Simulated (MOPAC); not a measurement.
Input file for MOPAC: PM6 on HOW (SMILES [OH][W]), 2S+1 = 6, a spin state set in the input, which need not be the lowest.

```
PM6 1SCF PRECISE CHARGE=0 UHF MS=2.5 THREADS=1
HOW

W     -0.99609228 1    -0.69683524 1    -0.86309728 1
O      0.43355322 1    -0.09730425 1     0.29513944 1
H      0.52937034 1     0.84151109 1     0.49763821 1
```

Program output:

```
*******************************************************************************
 **                                                                           **
 **                              MOPAC v23.2.5                                **
 **                                                                           **
 *******************************************************************************
 ** MOPAC's Digital Object Identifier: https://doi.org/10.5281/zenodo.6511958 **
 **                                                                           **
 ** Please cite the open-source release paper for use of this MOPAC version:  **
 ** J. E. Moussa and J. J. P. Stewart (2026)                                  **
 ** MOPAC: An open-source semiempirical molecular orbital program             **
 ** J. Open Source Softw., 11(119), 8025, https://doi.org/10.21105/joss.08025 **
 *******************************************************************************

                              PM6 CALCULATION RESULTS

 *******************************************************************************
 *  PM6        - The PM6 Hamiltonian to be used
 *  UHF        - UNRESTRICTED HARTREE-FOCK CALCULATION
 *
 *
 *
 *                 CHARGE ON SYSTEM = 0
 *
 *
 *
 *  MS=        - IN MECI, MAGNETIC COMPONENT OF SPIN =  2.5
 *  PRECISE    - TIGHTER CRITERIA TO BE USED
 *  1SCF       - DO 1 SCF AND THEN STOP
 *  THREADS=1  - MULTI-THREADING NOT USED
 *  T=         - A TIME OF 172800.0 SECONDS REQUESTED
 *  DUMP=N     - RESTART FILE WRITTEN EVERY 7200.0 SECONDS REQUESTED
 *******************************************************************************
PM6 1SCF PRECISE CHARGE=0 UHF MS=2.5 THREADS=1
 HOW

   ATOM   CHEMICAL          X               Y               Z
  NUMBER   SYMBOL      (ANGSTROMS)     (ANGSTROMS)     (ANGSTROMS)

     1       W         -0.99609228  *  -0.69683524  *  -0.86309728  *
     2       O          0.43355322  *  -0.09730425  *   0.29513944  *
     3       H          0.52937034  *   0.84151109  *   0.49763821  *



          CARTESIAN COORDINATES

    NO.       ATOM           X           Y           Z

     1         W         -0.9961     -0.6968     -0.8631
     2         O          0.4336     -0.0973      0.2951
     3         H          0.5294      0.8415      0.4976

 General Reference for PM6:
 "Optimization of Parameters for Semiempirical Methods V: Modification of NDDO Approximations
 and Application to 70 Elements", J. J. P. Stewart, J. Mol. Mod., 13, 1173-1213 (2007)
 URL: https://link.springer.com/article/10.1007/s00894-007-0233-4

           Empirical Formula: H O W  =     3 atoms



      MOLECULAR POINT GROUP   :   Cs


          UHF CALCULATION, NO. OF ALPHA ELECTRONS =    9
                           NO. OF BETA  ELECTRONS =    4

 -------------------------------------------------------------------------------
 PM6 1SCF PRECISE CHARGE=0 UHF MS=2.5 THREADS=1
 HOW



     1SCF WAS SPECIFIED, SO BFGS WAS NOT USED
     SCF FIELD WAS ACHIEVED


                              PM6 CALCULATION
                                                       MOPAC v23.2.5 Linux




          FINAL HEAT OF FORMATION =         71.37838 KCAL/MOL =     298.64713 KJ/MOL


          COSMO AREA              =         92.21 SQUARE ANGSTROMS
          COSMO VOLUME            =         80.60 CUBIC ANGSTROMS

          IONIZATION POTENTIAL    =          8.451646 EV
          ALPHA SOMO LUMO (EV)    =         -8.452 -0.637
          BETA  SOMO LUMO (EV)    =        -14.831 -1.319
          NO. OF ALPHA ELECTRONS  =          9
          NO. OF BETA  ELECTRONS  =          4
          MOLECULAR WEIGHT        =        200.8573         POINT GROUP:  Cs

          MOLECULAR DIMENSIONS (Angstroms)

            Atom       Atom       Distance
            H     3    W     1     2.55835
            O     2    H     3     0.63214
            W     1    H     3     0.00000


          SCF CALCULATIONS        =          1





   ATOM   CHEMICAL          X               Y               Z
  NUMBER   SYMBOL      (ANGSTROMS)     (ANGSTROMS)     (ANGSTROMS)

     1       W         -0.99609228  *  -0.69683524  *  -0.86309728  *
     2       O          0.43355322  *  -0.09730425  *   0.29513944  *
     3       H          0.52937034  *   0.84151109  *   0.49763821  *

                             CARTESIAN COORDINATES

   1    W       -0.996092280    -0.696835240    -0.863097280
   2    O        0.433553220    -0.097304250     0.295139440
   3    H        0.529370340     0.841511090     0.497638210


           Empirical Formula: H O W  =     3 atoms



      MOLECULAR POINT GROUP   :   Cs


          ALPHA EIGENVALUES
 -31.47621 -19.72820 -15.52093 -14.68947 -10.97971  -9.30098  -9.30010  -8.51078
  -8.45165  -0.63725  -0.06236   0.01235   2.63995   4.13715


           BETA EIGENVALUES
 -31.50734 -19.73757 -15.11823 -14.83109  -1.31930   1.44818   2.13706   2.47477
   3.26744   3.27437   4.04064   4.36084   5.55982   5.63414


              NET ATOMIC CHARGES AND DIPOLE CONTRIBUTIONS

  ATOM NO.   TYPE          CHARGE      No. of ELECS.   s-Pop       p-Pop       d-Pop
    1          W           0.075500        5.9245     1.00851     1.71041     3.20557
    2          O          -0.431536        6.4315     1.63626     4.79527
    3          H           0.356036        0.6440     0.64396
 DIPOLE           X         Y         Z       TOTAL
 POINT-CHG.    -0.355     1.388    -0.074     1.435
 HYBRID         2.392     1.174     1.962     3.308
 SUM            2.037     2.562     1.888     3.778


          ATOMIC ORBITAL ELECTRON POPULATIONS

     Atom    s        px        py        pz      x^2-y^2     xz        z^2       yz        xy
    1  W   1.00851   0.39129   0.77156   0.54756   0.64354   0.51303   0.62235   0.77132   0.65534
    2  O   1.63626   1.69677   1.39979   1.69872
    3  H   0.64396


                    (SZ)    =    2.500000
                    (S**2)  =    8.774434


          ATOMIC ORBITAL SPIN POPULATIONS

    Atom   Total    s     px     py     pz   x^2-y^2  xz     z^2    yz     xy
         Atomic
    1  W  5.0418  0.710  0.323  0.750  0.494  0.559  0.386  0.516  0.721  0.583
    2  O -0.0697 -0.020  0.001 -0.018 -0.033
    3  H  0.0279  0.028

 **********************
 *                    *
 * JOB ENDED NORMALLY *
 *                    *
 **********************




 == MOPAC DONE ==
```

The run finished.

Cost: roughly 0.05 core-seconds.
